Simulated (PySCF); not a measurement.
Compound: C₃H₆FNSi₂.
Structure used (GFN2-xTB), in Å, numbered top down from 1:
```xyz
13
C3H6FNSi2 angstrom
N      0.0318    2.7088   -0.3895
C      0.2237    1.5894   -0.2175
C      0.5142    0.2306   -0.0150
Si     2.3559   -0.2319   -0.1344
C     -0.4772   -0.6369    0.2417
Si    -2.3054   -0.2042    0.3651
F     -3.0194   -1.6163    0.6807
H      3.0824    0.5202    0.8878
H      2.4304   -1.6728    0.1058
H      2.8282    0.1131   -1.4747
H     -0.2035   -1.6755    0.3913
H     -2.6030    0.6420    1.5091
H     -2.8623    0.2341   -0.9041
```

Computed with PySCF 2.14.0, density-fitted response routines, TDDFT CAM-B3LYP/def2-SVPD, vertical, gas phase, core orbitals frozen in the response.

Transition dipole moments from the ground state, in atomic units and in the frame of the coordinates above (overall signs are arbitrary), for the states with f of 0.002 or more among the lowest 7:

```
state  E (hartree)     μx      μy      μz
   S2       0.2158  1.205   0.885  -0.283
   S5       0.2703  0.700  -0.127  -0.054
   S6       0.2777  0.018   0.030   0.178
   S7       0.2806  0.289   0.408  -0.101
```

(1) What oscillator strength does each state have?

(2) Label these states by symmetry in Cs.

(3) Which bond between heavy atoms lies closest to the direction of the S2 transition dipole?

(4) What angle do the transition dipoles of S2 and S7 make?

(5) How is the summed strength of these states shared among x, y and z?

(6) What peak molar absorption coefficient would the strongest computed level give as a lone Gaussian band 0.5 eV wide at half height?

Answers

(1) f = (2/3) ΔE |μ|² with ΔE in hartree (27.2114 eV).

| state | \|μ\|² (au) | \|μ\| (D) | f |
| --- | --- | --- | --- |
| S2 | 2.315 | 3.87 | 0.333 |
| S5 | 0.508 | 1.81 | 0.092 |
| S6 | 0.033 | 0.46 | 0.006 |
| S7 | 0.260 | 1.30 | 0.049 |

(2) From a totally symmetric ground state, an allowed state transforms like the component of the dipole operator along its μ. Polarised normal to the mirror plane, so A″: S6. Polarised in the mirror plane, so A′: S2, S5 and S7.

(3) C3–C5, at 5° from it; next Si6–F7 at 26°.

(4) |cos θ| = |μa·μb| / (|μa| |μb|) = 0.95, so θ ≈ 18° (taken between 0 and 90°, since the signs are arbitrary).

(5) (2/3) Σ ΔE μα² gives 0.313 for x, 0.147 for y and 0.020 for z, 0.479 in all.

(6) ε(max) = 2.175×10⁸ f / FWHM, with the width in cm⁻¹. S2: 2.175×10⁸ × 0.3331 / 4033 ≈ 18000 L mol⁻¹ cm⁻¹.

One conformer stands for the species.
